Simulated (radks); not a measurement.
The bismuth anion Bi3-, [Rn], held by a Watson sphere: a shell of charge +3 at radius R that stands for the Madelung well of a crystal (potential energy -3/R inside, -3/r outside, in hartree with lengths in bohr). All-electron calculation, scalar-relativistic Kohn-Sham, r2SCAN, spin-polarised, spherical densities, finite nucleus; meta-GGA in the generalised Kohn-Sham scheme; Fermi nuclear charge, rms radius of each element as measured or else 0.836 A^(1/3) + 0.57 fm. Program: a radial shooting solver on a logarithmic mesh with Libxc functionals.

R (bohr),e(5d) (eV),e(6s) (eV),e(6p) (eV),<r> 6p (bohr),sum of <r^2> (bohr^2),X-ray form factor at sin(theta)/lambda = 0.1 1/angstrom
3.8,-25.715,-13.989,-5.293,3.335,121.8,79.223
4,-25.509,-13.642,-5.016,3.413,125.8,79.124
4.24,-25.298,-13.278,-4.703,3.506,130.6,79.013
4.31,-25.243,-13.182,-4.616,3.533,132.0,78.982
4.48,-25.118,-12.965,-4.412,3.598,135.5,78.912
5.57,-24.555,-12.001,-3.345,3.993,159.3,78.568
5.94,-24.425,-11.790,-3.064,4.121,168.0,78.490
